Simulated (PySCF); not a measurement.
Acetic anhydride, C4H6O3.
Numbering: `[CH3:1][C:2](=[O:3])[O:4][C:5]([CH3:6])=[O:7]` (hydrogens: H8, H9, H10 on C1; H11, H12, H13 on C6)

The same species was optimised twice, with GFN2-xTB and with PBE0-D3(BJ)/def2-SVP (PySCF), and the same property calculations (PySCF, gas phase) were run on both structures.

| coordinate | GFN2-xTB | PBE0-D3(BJ)/def2-SVP | change |
| --- | --- | --- | --- |
| C2–O4 (Å) | 1.378 | 1.382 | +0.004 |
| O4–C5 (Å) | 1.378 | 1.382 | +0.004 |
| C5–C6 (Å) | 1.503 | 1.499 | -0.004 |
| C1–C2 (Å) | 1.502 | 1.499 | -0.003 |
| C2=O3 (Å) | 1.189 | 1.189 | 0.000 |
| C5=O7 (Å) | 1.189 | 1.189 | 0.000 |
| C2–O4–C5 (°) | 123.7 | 124.3 | +0.6 |
| O4–C5–C6 (°) | 108.6 | 108.7 | +0.1 |
| C6–C5–O7 (°) | 126.5 | 126.4 | -0.1 |
| O4–C5–O7 (°) | 124.9 | 124.9 | 0.0 |
| C1–C2–O3 (°) | 126.4 | 126.5 | +0.1 |
| O3–C2–O4 (°) | 124.9 | 124.9 | 0.0 |
| C1–C2–O4 (°) | 108.6 | 108.6 | 0.0 |
| C1–C2–O4–C5 (°) | 180 | -179 | +1 |
| C2–O4–C5–C6 (°) | 180 | 180 | 0 |

Rotational constants: A = 5534, B = 1896, C = 1437 MHz (GFN2-xTB) against A = 5519, B = 1883, C = 1429 MHz (PBE0-D3(BJ)/def2-SVP). Point groups within 0.08 Å: C2v and C2v.

On the GFN2-xTB structure: lowest singlet, TDDFT (eV) 4.90 [PBE0/def2-SVPD]; lowest triplet, Tamm–Dancoff (eV) 4.41 [PBE0/def2-SVPD]; isotropic polarisability (au) 58.2 [PBE0/def2-SVPD]; HOMO (eV) -7.83 [PBE0/def2-SVPD]; LUMO (eV) -0.90 [PBE0/def2-SVPD]; dipole (D) 4.58 [PBE0/def2-SVPD]; HOMO (eV) -7.74 [PBE0/pcSseg-1]; LUMO (eV) -0.74 [PBE0/pcSseg-1]; dipole (D) 4.49 [PBE0/pcSseg-1]; GIAO shielding of C1/C6 (mean) (ppm) 162.5 [PBE0/pcSseg-1]; GIAO shielding of C2/C5 (mean) (ppm) 17.4 [PBE0/pcSseg-1]; GIAO shielding of O3/O7 (mean) (ppm) -164.4 [PBE0/pcSseg-1]; GIAO shielding of O4 (ppm) 28.5 [PBE0/pcSseg-1].

Problem. What do these properties become on the PBE0-D3(BJ)/def2-SVP structure?

Solution. 
| property | level | on GFN2-xTB | on PBE0-D3(BJ)/def2-SVP | change |
| --- | --- | --- | --- | --- |
| lowest singlet, TDDFT (eV) | PBE0/def2-SVPD | 4.90 | 4.92 | +0.02 |
| lowest triplet, Tamm–Dancoff (eV) | PBE0/def2-SVPD | 4.41 | 4.42 | +0.01 |
| isotropic polarisability (au) | PBE0/def2-SVPD | 58.2 | 58.9 | +0.7 |
| HOMO (eV) | PBE0/def2-SVPD | -7.83 | -7.87 | -0.04 |
| LUMO (eV) | PBE0/def2-SVPD | -0.90 | -0.93 | -0.03 |
| dipole (D) | PBE0/def2-SVPD | 4.58 | 4.60 | +0.02 |
| energy, GFN2-xTB geometry as zero (kcal/mol) | PBE0/def2-SVPD | 0.0 | -0.3 | -0.3 |
| HOMO (eV) | PBE0/pcSseg-1 | -7.74 | -7.78 | -0.04 |
| LUMO (eV) | PBE0/pcSseg-1 | -0.74 | -0.77 | -0.03 |
| dipole (D) | PBE0/pcSseg-1 | 4.49 | 4.52 | +0.03 |
| energy, GFN2-xTB geometry as zero (kcal/mol) | PBE0/pcSseg-1 | 0.0 | -0.1 | -0.1 |
| GIAO shielding of C1/C6 (mean) (ppm) | PBE0/pcSseg-1 | 162.5 | 161.2 | -1.3 |
| GIAO shielding of C2/C5 (mean) (ppm) | PBE0/pcSseg-1 | 17.4 | 17.3 | -0.1 |
| GIAO shielding of O3/O7 (mean) (ppm) | PBE0/pcSseg-1 | -164.4 | -164.6 | -0.2 |
| GIAO shielding of O4 (ppm) | PBE0/pcSseg-1 | 28.5 | 27.1 | -1.4 |

The heavy atoms differ by 0.009 Å rms after alignment. Among bonds between heavy atoms C1–C2, C2–O4, O4–C5 and C5–C6 change most and about equally (-0.004 to +0.004 Å). Changes are differences of the printed values. Neither structure is proved a minimum here.

Conformer computed: `[CH3:1][C:2](=[O:3])[O:4][C:5]([CH3:6])=[O:7]`: C1–C2–O4–C5 -179°, C2–O4–C5–C6 180°.
